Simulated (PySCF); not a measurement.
C₆ coefficients of unlike pairs at HSE06

Calculated with PySCF 2.14 from the dipole response of each species, C₆(A,B) = (3/π) ∫ α_A(iu) α_B(iu) du, in atomic units, from isotropic polarisabilities. For ions this is the dispersion term alone; charge-induced terms of lower order in 1/R come first.

```tsv
species	configuration	basis	relativity	α (bohr³)	C₆ (like pair)
Tc²⁺	[Kr] 4d5 (6S)	aug-cc-pVTZ-PP with ECP28MDF (6s6p5d3f2g)	core potential	8.899	47.61
Tc³⁺	[Kr] 4d4 (5D)	aug-cc-pVDZ-PP with ECP28MDF (5s5p4d2f)	core potential	5.429	24.46
Ne⁺	[He] 2s2 2p5 (2P)	x2c-TZVPPall with one added diffuse shell each of s, p, d type (6s4p3d1f)	spin-free X2C	1.349	2.357
Zr³⁺	[Kr] 4d1 (2D)	aug-cc-pwCVTZ-PP with ECP28MDF (8s8p7d4f3g)	core potential	5.661	23.13
```

(1) Estimate C₆ for Zr³⁺ with Tc³⁺.

No spin-orbit coupling is included.

The other pairs:

```csv
pair,C₆
"Zr³⁺, Ne⁺",7.182
"Ne⁺, Tc²⁺",10.13
"Tc³⁺, Tc²⁺",33.88
"Ne⁺, Tc³⁺",7.463
"Zr³⁺, Tc²⁺",33.09
```

Answers

(1) The integral gives 23.75. The combination rule 2 C_A C_B / (C_A α_B/α_A + C_B α_A/α_B) gives 23.73 and the geometric mean 23.79.
